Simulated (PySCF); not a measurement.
**From computed data to an observable: oscillator strength and radiative lifetime**

In(H)2(nPr) (C3H9In), SMILES CC[CH2][InH2].

Coordinates come from a PBE-D3(BJ)/def2-SVP optimisation. The structure was generated by enumeration; whether it is a known compound was not checked. The def2 effective core potentials stand for the cores of In; spin–orbit coupling is left out. The values are those of a single conformer.

PySCF with TDDFT-CAM-B3LYP/def2-SVPD puts the first singlet state with f over 0.02 at 6.41 eV (vertical), with the transition dipole (-0.248, 0.963, 0.000) in atomic units.

Find the oscillator strength, the wavelength and the radiative lifetime that this transition would have in vacuum if emission retraced absorption.


|μ|² = 0.9889 au, so |μ| = 2.53 D. ΔE = 6.41/27.211 = 0.2356 hartree. f = (2/3) ΔE |μ|² = 0.155 (the program prints 0.155).
λ = 1239.84/6.41 = 193 nm; ν = 51700 cm⁻¹.
Einstein's coefficient A = 0.6670 ν² f s⁻¹ (ν in cm⁻¹) = 2.8e8 s⁻¹, so τ = 1/A = 3.6 ns. This state is S3; the lower singlets have f = 0.001, 0.000. The figure is the radiative limit of this one transition; relaxation, internal conversion, crossing to triplets and a medium change what is measured.
